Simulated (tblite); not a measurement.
Compound: C₃H₉NO₃Si.
Cartesian coordinates in Å at the GFN2-xTB level; atoms count from 1:
```xyz
17
C3H9NO3Si angstrom
C      2.5034    1.2205    0.4218
N      1.2170    0.5710    0.3526
Si     1.0020   -1.1237    0.2336
O     -0.5727   -1.5437    0.3063
C     -1.6236   -1.1142   -0.4738
C     -2.1789    0.2292   -0.0433
O     -1.7023    0.9649    0.7750
O     -3.3030    0.5186   -0.7091
H      3.2124    0.6634   -0.1870
H      2.4317    2.2394    0.0361
H      2.8959    1.2644    1.4435
H      0.5006    1.0877    0.8458
H      1.4539   -1.9897    1.3203
H      1.5791   -1.4873   -1.0686
H     -1.3381   -1.0210   -1.5306
H     -2.4350   -1.8500   -0.4078
H     -3.6494    1.3824   -0.4306
```

All values are computed: GFN2-xTB (tblite) harmonic vibrations without scaling, gas phase. The method is semi-empirical: single wavenumbers can be off by several per cent or more. Modes of hydrogen on silicon can be 10 to 20 % off. One conformer, not necessarily the lowest.

Harmonic wavenumbers (cm⁻¹): 40.0, 56.5, 102.0, 115.3, 137.3, 154.9, 213.8, 252.9, 337.9, 436.0, 495.1, 547.7, 575.7, 618.6, 634.7, 656.2, 748.2, 782.7, 804.4, 846.8, 874.4, 966.0, 1072.7, 1112.4, 1122.5, 1165.8, 1188.6, 1203.5, 1219.8, 1308.0, 1364.3, 1421.4, 1427.8, 1491.4, 1504.5, 1804.0, 2178.5, 2267.0, 2876.6, 2912.0, 2912.7, 2972.8, 3026.4, 3415.6, 3429.2.

A = 2927, B = 1011, C = 806.4 MHz; mass 135.035 u (most abundant isotopes); point group C1, symmetry number 1.

Task: Zero-point energy?

Result: ½Σν̃ = 27397 cm⁻¹ = 327.75 kJ/mol.

Task: What is S at 350 K and 1 bar for an ideal gas of classical rigid rotors and harmonic oscillators?

Result: Translation 173.37, rotation 124.55, vibration 156.39: S = 454.3 J/(mol K).

Task: And Cp and H(350 K) − H(0)?

Result: Cp = 180.05 J/(mol K), of which vibrations give 146.79 (their classical limit is 45 R = 374.2); H(350 K) − H(0) = 39.01 kJ/mol without the zero-point energy, 27.37 from vibrations.

Task: Which modes carry the vibrational entropy at 350 K?

Result: 40.0 cm⁻¹: 23.33; 56.5 cm⁻¹: 20.47; 102.0 cm⁻¹: 15.60; 115.3 cm⁻¹: 14.60; 137.3 cm⁻¹: 13.18; 154.9 cm⁻¹: 12.21 J/(mol K); the other 39 give 57.00 together.

Task: How do the functions run with temperature in this model?

Result: 
| T (K) | S (J/(mol K)) | Cp (J/(mol K)) | H − H(0) (kJ/mol) | G − H(0) (kJ/mol) | ln q(vib) |
| --- | --- | --- | --- | --- | --- |
| 150 | 338.6 | 103.3 | 10.62 | -40.17 | 3.77 |
| 250 | 400.4 | 142.1 | 22.87 | -77.22 | 6.66 |
| 298.15 | 427.0 | 160.8 | 30.17 | -97.14 | 8.00 |
| 400 | 479.5 | 197.3 | 48.45 | -143.35 | 10.74 |
| 600 | 570.5 | 251.9 | 93.72 | -248.59 | 15.84 |
| 900 | 683.3 | 303.4 | 177.70 | -437.29 | 22.83 |

q(vib) and H(0) count from the zero-point level.

Task: What must be added to the electronic energy to get the Gibbs energy at 350 K and 1 bar?

Result: ZPE + [H(350 K) − H(0)] − T·S = 327.75 + 39.01 − 159.01 = 207.75 kJ/mol.

Task: Blend soft modes into free rotors: weight 1/[1 + (100 cm⁻¹/ν̃)⁴] for the oscillator and the rest for a rotor with moment μB/(μ + B), μ = h/(8π²ν), B = 10⁻⁴⁴ kg m². What vibrational entropy results?

Result: 141.67 J/(mol K) in place of 156.39, which changes −T·S at 350 K by +5.15 kJ/mol.

Hindered rotation and anharmonicity are outside this model. Other conformers, if any are populated, would add a mixing term that is left out. The structure is chiral; the term R ln 2 for an equal mix with its mirror image is left out.

On an Arm Neoverse V1 with one thread, no GPU, shared host with 32 logical CPUs at a one-minute load of 10, this took 0.65 s. This covers the Hessian and the dipole derivatives.
